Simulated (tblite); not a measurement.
C7H17NSi.
Structure used (GFN2-xTB), in Å, numbered top down from 1:
```
atom  x, y, z in Å
C1     4.171    0.492   -0.327
C2     3.032    1.036    0.058
C3     1.928    0.306    0.752
C4     0.621    0.347   -0.048
C5     0.797   -0.368   -1.385
Si6   -0.781   -0.418    0.990
N7    -2.233   -0.420    0.070
C8    -2.666    0.718   -0.704
C9    -3.344   -1.232    0.494
H10    4.938    1.057   -0.829
H11    4.386   -0.549   -0.149
H12    2.838    2.085   -0.135
H13    1.760    0.770    1.728
H14    2.219   -0.732    0.921
H15    0.403    1.401   -0.252
H16    1.065   -1.410   -1.222
H17   -0.123   -0.341   -1.963
H18    1.589    0.096   -1.972
H19   -0.844    0.315    2.274
H20   -0.511   -1.832    1.269
H21   -3.333    1.371   -0.128
H22   -3.211    0.377   -1.589
H23   -1.808    1.300   -1.026
H24   -4.015   -0.683    1.167
H25   -2.976   -2.110    1.017
H26   -3.923   -1.553   -0.376
```

All values are computed: GFN2-xTB (tblite) harmonic vibrations without scaling, gas phase. Errors from tens to a few hundred cm⁻¹ against measured bands are possible. Modes of hydrogen on silicon can be 10 to 20 % off. One conformer, not necessarily the lowest.

Harmonic wavenumbers (cm⁻¹): 43.5, 55.7, 63.7, 84.0, 105.0, 164.6, 197.3, 199.8, 208.3, 247.5, 264.8, 274.5, 357.1, 382.7, 401.0, 428.6, 521.9, 608.0, 617.7, 690.6, 736.5, 785.2, 800.2, 885.3, 899.0, 930.4, 965.8, 1014.4, 1026.0, 1039.9, 1055.0, 1066.7, 1088.9, 1126.2, 1128.2, 1149.8, 1205.9, 1218.1, 1240.8, 1289.8, 1305.7, 1310.8, 1336.7, 1413.8, 1418.8, 1419.3, 1427.7, 1479.6, 1481.4, 1490.2, 1501.6, 1503.3, 1510.9, 1512.0, 1718.9, 2122.2, 2241.2, 2889.7, 2892.4, 2914.2, 2944.4, 2945.8, 2951.6, 2985.8, 3005.3, 3028.7, 3037.8, 3042.2, 3043.4, 3052.0, 3096.0, 3119.5.

A = 3480, B = 569.9, C = 540.5 MHz; mass 143.113 u (most abundant isotopes); point group C1, symmetry number 1.

Zero-point energy?

Half the sum of the wavenumbers: 48856 cm⁻¹ = 584.44 kJ/mol.

Give the ideal-gas entropy at 400 K and 1 bar in the rigid-rotor, harmonic-oscillator model (classical rotation).

Translation 176.87, rotation 129.54, vibration 238.15: S = 544.6 J/(mol K).

And Cp and H(400 K) − H(0)?

Cp = 260.21 J/(mol K), of which vibrations give 226.95 (their classical limit is 72 R = 598.6); H(400 K) − H(0) = 61.08 kJ/mol without the zero-point energy, 47.78 from vibrations.

How do the functions run with temperature in this model?

| T (K) | S (J/(mol K)) | Cp (J/(mol K)) | H − H(0) (kJ/mol) | G − H(0) (kJ/mol) | ln q(vib) |
| --- | --- | --- | --- | --- | --- |
| 150 | 364.3 | 130.1 | 12.52 | -42.13 | 4.85 |
| 250 | 442.4 | 180.4 | 28.02 | -82.59 | 8.76 |
| 298.15 | 476.4 | 206.0 | 37.32 | -104.72 | 10.57 |
| 600 | 667.9 | 349.4 | 122.50 | -278.21 | 21.29 |
| 900 | 828.1 | 439.9 | 241.95 | -503.30 | 31.16 |

q(vib) and H(0) count from the zero-point level.

Blend soft modes into free rotors: weight 1/[1 + (100 cm⁻¹/ν̃)⁴] for the oscillator and the rest for a rotor with moment μB/(μ + B), μ = h/(8π²ν), B = 10⁻⁴⁴ kg m². What vibrational entropy results?

216.11 J/(mol K) in place of 238.15, which changes −T·S at 400 K by +8.82 kJ/mol.

What must be added to the electronic energy to get the Gibbs energy at 400 K and 1 bar?

ZPE + [H(400 K) − H(0)] − T·S = 584.44 + 61.08 − 217.82 = 427.70 kJ/mol.

Which modes carry the vibrational entropy at 400 K?

43.5 cm⁻¹: 23.75; 55.7 cm⁻¹: 21.70; 63.7 cm⁻¹: 20.58; 84.0 cm⁻¹: 18.30; 105.0 cm⁻¹: 16.46; 164.6 cm⁻¹: 12.79 J/(mol K); the other 66 give 124.58 together.

Hindered rotation and anharmonicity are outside this model. Other conformers, if any are populated, would add a mixing term that is left out. The structure is chiral; the term R ln 2 for an equal mix with its mirror image is left out.
